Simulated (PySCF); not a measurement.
Zr(Me)4 (C₄H₁₂Zr), SMILES [CH3][Zr]([CH3])([CH3])[CH3], multiplicity 1. Geometry optimised at PBE0-D3(BJ)/def2-SVP. The spin state was assumed, not searched. The def2 effective core potentials stand for the cores of Zr; spin–orbit coupling is left out.

Computed equilibrium geometry at PBE0-D3(BJ)/def2-SVP (PySCF confirms it by a frequency run) as Cartesian coordinates in Å, and its point group:
point group Td.
```xyz
17

Zr     0.0000     0.0000     0.0000
C     -1.2788     1.2788    -1.2788
H     -1.0912     1.0912    -2.3523
H     -1.0912     2.3523    -1.0912
H     -2.3523     1.0912    -1.0912
C      1.2788     1.2788     1.2788
H      1.0912     1.0912     2.3523
H      1.0912     2.3523     1.0912
H      2.3523     1.0912     1.0912
C      1.2788    -1.2788    -1.2788
H      1.0912    -2.3523    -1.0912
H      2.3523    -1.0912    -1.0912
H      1.0912    -1.0912    -2.3523
C     -1.2788    -1.2788     1.2788
H     -1.0912    -1.0912     2.3523
H     -1.0912    -2.3523     1.0912
H     -2.3523    -1.0912     1.0912
```
Charge 0, spin multiplicity 1.
